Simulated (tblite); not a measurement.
Species: C₃H₆NS₂Si (doublet state).
SMILES with atom numbers: `[N:1]=[CH:2][C@@H:3]1[CH2:4][S:5][SiH2:6][S:7]1` (hydrogens: H8 on C2; H9 on C3; H10, H11 on C4; H12, H13 on Si6)

Structure optimised with GFN2-xTB, isolated species. This method treats the open shell by occupation alone, without spin polarisation.

Q: List the bond lengths, angles and torsions at this level.

A: 
```csv
bond,length (Å)
N1=C2,1.216
C2–C3,1.525
C3–C4,1.513
C4–S5,1.825
S5–Si6,2.149
Si6–S7,2.147
C3–S7,1.836
C2–H8,1.098
C3–H9,1.092
C4–H10,1.090
C4–H11,1.091
Si6–H12,1.450
Si6–H13,1.450
```

A selection of angles:
```csv
angle,degrees
N1–C2–C3,125.3
N1–C2–H8,123.3
C3–C2–H8,111.4
C2–C3–C4,109.4
C2–C3–S7,108.1
C2–C3–H9,109.1
C4–C3–S7,110.5
C4–C3–H9,111.3
S7–C3–H9,108.3
C3–C4–S5,110.3
C3–C4–H10,110.8
C3–C4–H11,111.3
S5–C4–H10,106.4
S5–C4–H11,108.5
H10–C4–H11,109.4
C4–S5–Si6,95.9
S5–Si6–S7,100.0
S5–Si6–H12,107.9
S5–Si6–H13,111.6
S7–Si6–H12,111.4
S7–Si6–H13,107.6
H12–Si6–H13,117.0
C3–S7–Si6,95.5
```

Torsions: N1–C2–C3–C4 -112° (anticlinal); C2–C3–C4–S5 180° (antiperiplanar); C3–C4–S5–Si6 43° (synclinal); C4–S5–Si6–S7 -12° (synperiplanar); S5–Si6–S7–C3 -13° (synperiplanar); C2–C3–S7–Si6 163° (antiperiplanar).

The 5-membered ring C3–C4–S5–Si6–S7 has internal angles of 95.5° to 110.5°; it is puckered, 0.24 Å rms from its mean plane, widest ring torsion 61°. S5 (sulfur bonded to C and Si) is bent (angle 95.9°). Si6 (silicon bonded to 2 S and 2 H) is distorted tetrahedral (angles from 100.0° to 117.0°). C2 (carbon bonded to C, N and H) is planar (angles 125.3°, 123.3° and 111.4°, sum 360.0°, 0.00 Å off the plane of its three neighbours).

Point group: C1 (no symmetry element, even within 0.4 Å). Its GFN2-xTB frequencies are all real (lowest 52 cm⁻¹).

The run took 0.85 s on Arm Neoverse V1, one thread, on a shared host. That covers the optimisation of the geometry.

One conformer stands for the species.

The numbers are calculated, not measured.
